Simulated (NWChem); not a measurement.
# dimethyl selenide (C$_{2}$H$_{6}$Se); SMILES C[Se]C

```xyz
9

C      1.4564     0.0000     0.8124
Se     0.0000     0.0000    -0.4703
C     -1.4564     0.0000     0.8124
H      1.4246    -0.9007     1.4415
H      2.3925     0.0000     0.2375
H      1.4246     0.9007     1.4415
H     -1.4246    -0.9007     1.4415
H     -2.3925     0.0000     0.2375
H     -1.4246     0.9007     1.4415
```
Atoms are numbered in this order, from 1.

Coordinates come from a PBE0/def2-SVP optimisation.

Symmetry labels are those of C2v in the frame above (b1 and b2, or b-type labels, depend on it). States above −ε(HOMO) = 6.0 eV lie in this functional's continuum and hang on the basis.

**Question.** List the 4 lowest vertical singlet excitations from PBE0/def2-SVPD, TDA (NWChem).

**Answer.** 
```
state  energy (eV)  oscillator strength  symmetry  leading excitation (squared amplitude)
-----  -----------  -------------------  --------  --------------------------------------
S1            4.71                0.000        a2                      HOMO → LUMO (0.97)
S2            5.49                0.030        b2                    HOMO → LUMO+1 (0.72)
S3            5.65                0.016        b2                    HOMO → LUMO+2 (0.72)
S4            6.39                0.048        a1                    HOMO → LUMO+3 (0.99)
```
